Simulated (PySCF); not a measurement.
Numbering as in the mapped SMILES `[CH3:1]/[CH:2]=[C:3](\[Cl:4])[C:5]([CH3:6])([CH3:7])[SiH3:8]`. Hydrogens are named by the atom that carries them.

- structure optimised with GFN2-xTB
- PBE0/pcSseg-1 with gauge-including orbitals
- code: PySCF
- no solvent, no relativistic terms, one averaged value for each set of equivalent atoms, a single conformation

**Question.** List the cross peaks expected in HSQC, COSY and HMBC spectra.

**Answer.** 

HSQC (one-bond C–H):
```csv
δH,δC
5.59 (H(C2)),122.0 (C2)
2.05 (H(C1)),18.1 (C1)
1.32 (H(C6)/H(C7)),27.7 (C6/C7)
```

COSY cross peaks (H two or three bonds apart, from the bond graph; peaks can be absent where the dihedral angle is near 90°):
```csv
δH,δH
5.59 (H(C2)),2.05 (H(C1))
```

HMBC (two and three bonds, from the bond graph):
```csv
δH,δC
5.59 (H(C2)),"156.0 (C3), 35.0 (C5), 18.1 (C1)"
3.92 (H(Si8)),"156.0 (C3), 35.0 (C5), 27.7 (C6/C7)"
2.05 (H(C1)),"156.0 (C3), 122.0 (C2)"
1.32 (H(C6)/H(C7)),"156.0 (C3), 35.0 (C5), 27.7 (C6/C7)"
```

References, each an isolated molecule treated in the same way: ¹H (σref 31.72) and ¹³C (σref 186.93) vs TMS.

Short H···H contacts in this conformer between protons four or more bonds apart (candidates for NOE cross peaks, intensity ∝ r⁻⁶): H(C2)···H(C7) 2.25 Å, H(C7)···H(Si8) 2.63 Å.

Carbons that carry Cl, above all several Cl atoms, come out too deshielded, partly because spin–orbit coupling is missing. Shifts are as computed. Against solution values, carbons near 30 ppm lie about +3 ppm off and those near 130 ppm about +5 ppm; carbons on Cl a further +6 ppm. Of 1211 compounds with measured shifts, 218 miss one by over three times the rms of a fit or turn the order of signals round; such compounds aren't used in these exercises.
